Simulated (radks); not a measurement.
Values are calculated unless marked as measured or tabulated.
Task: Ionisation of the lithium ion Li+, [He], to Li2+, 1s1, under several functionals. Dirac Kohn-Sham, spin-unpolarised, spherical densities, finite nucleus; a radial shooting solver on a logarithmic mesh with Libxc functionals. Known Delta-SCF values: AM05 78.288 eV; OLYP 79.509 eV. What does XLYP give, and what is its highest occupied eigenvalue?

Result: 79.761 eV by Delta-SCF; the 1s1/2 eigenvalue is -60.856 eV. NIST: 75.640 eV (theoretical).

Beside tabulated values, note that spin-unpolarised runs miss the spin-polarisation part of the exchange energy of open shells.
